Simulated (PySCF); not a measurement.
Excitation energy of O by level of theory

O [He] 2s2 2p4 (3P) → O [He] 2s1 2p5 (3P), as a difference of total energies. Calculation: PySCF 2.14, in aug-cc-pCVTZ-DK (7s6p4d2f, 59 functions); scalar relativity by spin-free X2C-1e. Correlated levels: valence: 1s2 frozen; valence and next inner shell: nothing frozen. The calculations carry no spin-orbit coupling.

| method | excitation energy (eV) |
| --- | --- |
| UHF | 16.921 |
| LDA | 14.356 |
| PBE | 14.556 |
| PBE0 | 15.204 |
| r2SCAN | 15.194 |
| revPBE | 14.600 |
| BP86 | 14.552 |
| r2SCANh | 15.352 |
| PW91 | 14.550 |
| MP2 (valence) | 16.073 |
| SCS-MP2 (valence) | 16.009 |
| MP2 (valence and next inner shell) | 16.028 |
| SCS-MP2 (valence and next inner shell) | 15.984 |

Problem. How much does correlation contribute at MP2 (valence and next inner shell)?

Solution. 16.028 − (16.921) = -0.893 eV, measured against UHF.

The upper state lies above the first ionisation limit, where it may autoionise and the basis confines it.
